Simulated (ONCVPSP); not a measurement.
**K: one change to an ONCV potential, before and after**

```json
{
  "Element": "potassium (K)",
  "Generator": "ONCVPSP 4.0.1",
  "Type": "optimised norm-conserving Vanderbilt (ONCV)",
  "Functional": "PBE",
  "Relativity": "scalar-relativistic",
  "Frozen core": "[Ne]",
  "Valence charge": "9",
  "Reference configuration": "3s2 3p6 4p1",
  "Partial waves": "3s: rc 1.70 bohr, ncon 4, nbas 7, qcut 7 1/bohr, 2 projectors, debl 2.7 Ha; 3p+4p: rc 2.00 bohr, ncon 4, nbas 7, qcut 5.7 1/bohr, 2 projectors; d scattering state at 0.04 Ha: rc 1.70 bohr, ncon 4, nbas 8, qcut 4.8 1/bohr, local",
  "Local potential": "the d channel",
  "Core correction": "Teter function, fcfact 2.5, rcfact 1.1"
}
```

All-electron outer shells of the reference configuration (PBE, scalar-relativistic, ld1.x):

```csv
shell,level (eV),outermost node (bohr),outermost maximum (bohr)
3s,-36.82,0.48,1.08
3p,-20.27,0.45,1.15
4p,-1.39,1.86,5.86
```

Change: s: qcut 9; p: qcut 7.3; d: qcut 6.1.

Cutoffs: the cutoffs (Ha) at which the residual kinetic energy of the hardest occupied pseudo-wave falls to 1 and 0.1 mHa per electron; they do not see the model core or the augmentation charge, which bear on the density cutoff. Errors are all-electron minus pseudo energies relative to the spin-unpolarised reference configuration.

Problem. What does the change do?

Solution. The potential gets harder (17 Ha and 20 Ha → 22 Ha and 27 Ha); both files keep a bound ghost (s); of the 4 tests that both files solve, the error grows in 0 and shrinks in 3 by more than 15 % and 0.3 meV (median size 20.7 → 8.5 meV); the range in which the p phases agree narrows (upper end 4.9 → 1.7).

| quantity | base | changed |
| --- | --- | --- |
| cutoff, loose | 17 Ha | 22 Ha |
| cutoff, tight | 20 Ha | 27 Ha |
| loose cutoff by channel | s 17 Ha, p 12 Ha | s 22 Ha, p 13 Ha |
| bound ghosts | s | s |
| GHOST(+) flags under 300 eV | none | none |
| error for 3s2 3p6 4s1 4p0, meV [ΔE -1.55 eV] | -25 | -10 |
| error for 3s2 3p6 4p0, meV [ΔE 2.76 eV] | -0.1 | -0.1 |
| error for 3s2 3p6 4s0.5 4p0, meV [ΔE 0.09 eV] | -16 | -6.7 |
| error for 3s1 3p6 4s1 4p0, meV [ΔE 40.44 eV] | -65 | -17 |
| s: phases at 1.73 bohr within 0.05 rad from the reference energy up to (Ha; the scan ends near 5) | 2.1 | 2.3 |
| p: phases at 2.03 bohr within 0.05 rad from the reference energy up to (Ha; the scan ends near 5) | 4.9 | 1.7 |
| d: phases at 1.73 bohr within 0.05 rad from the reference energy up to (Ha; the scan ends near 5) | 1.2 | 1.5 |
| rms error of d²Exc/dni dnj with the model core, mHa | 0.52 | 0.66 |

Base: The cutoffs count occupied waves only; projector 1 of the d channel, the hardest unoccupied one, needs 71 Ha at the loose tolerance. A true bound ghost makes a file unfit for plane-wave use even where its test errors are small: the radial tests pick states by their node count and pass the ghost by.
